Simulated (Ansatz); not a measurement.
Reaction (formal exchange of groups at the Sn–B bond): `[BH2][SnH2][NH2]` + CH₃NH₂ → `N[CH2][SnH2][NH2]` + BH₃

Isolated molecules relaxed with PBE0-D4/def2-TZVP in Ansatz; ΔE leaves out vibrations. CCSD(T)/CBS adds triple-zeta CCSD(T) − MP2 to the extrapolated MP2 energy (def2 sets, frozen cores). This one scheme is used for every species. DFT in def2-TZVPP. Elements past krypton have def2 core potentials. For Sn outer-core shells are correlated without core-valence functions, which leaves a few kJ/mol of doubt a bond. One conformer a species, not always the lowest.

`[BH2][SnH2][NH2]`:

Z-matrix (Å, degrees):
```
Sn
N 1 2.040
B 1 2.242 2 108.5
H 1 1.725 2 112.0 3 -122.2
H 1 1.710 2 104.3 3 122.5
H 2 1.012 1 112.9 3 56.6
H 2 1.012 1 113.3 3 178.6
H 3 1.194 1 120.7 2 166.3
H 3 1.194 1 120.9 2 -14.8
```

CH₃NH₂:

Cartesian coordinates in Å:
```
C -0.252 -0.509 -0.002
N 0.649 0.625 0.116
H -1.258 -0.274 -0.380
H -0.367 -0.984 0.975
H 0.188 -1.254 -0.668
H 0.264 1.323 0.739
H 0.777 1.073 -0.781
```

`N[CH2][SnH2][NH2]`:

```xyz
12

N     0.615    1.526   -0.739
C     0.519    0.950    0.596
Sn   -0.887   -0.689    0.502
N    -0.231   -2.132   -0.770
H     1.341    2.231   -0.786
H    -0.251    1.978   -1.003
H     0.251    1.654    1.396
H     1.482    0.507    0.863
H    -1.147   -1.448    2.014
H    -2.351   -0.091   -0.158
H     0.435   -2.758   -0.334
H     0.224   -1.730   -1.581
```

BH₃:

Z-matrix (Å, degrees):
```
B
H 1 1.193
H 1 1.193 2 120.0
H 1 1.193 2 120.0 3 180.0
```

CCSD(T)/CBS gives +0.17 eV.

(1) Another level gave +0.25 eV. Which?
A. PBE0-D4/def2-TZVPP
B. MP2/def2-TZVPP
C. revPBE/def2-TZVPP
D. ωB97M-V/def2-TZVPP

Largest T1 diagnostic among the species: 0.013.

## Answers

(1) A. PBE0-D4 0.25, ωB97M-V 0.18, revPBE 0.29, MP2/def2-TZVPP 0.12 eV.

The D4 term adds −0.06 eV with B3LYP and −0.03 eV with PBE0; it sums over pairs of atoms, weighted by their polarisabilities, and B3LYP, whose exchange is more repulsive, gets the larger term. Leaving LDA and LC-ωPBE aside and taking each functional with its dispersion term where it has one, the values, not all of them listed here, spread over 0.08 eV, from BLYP-D4 to B97M-V.

B3LYP here is the variant with VWN-RPA as its local correlation; programs differ in this.
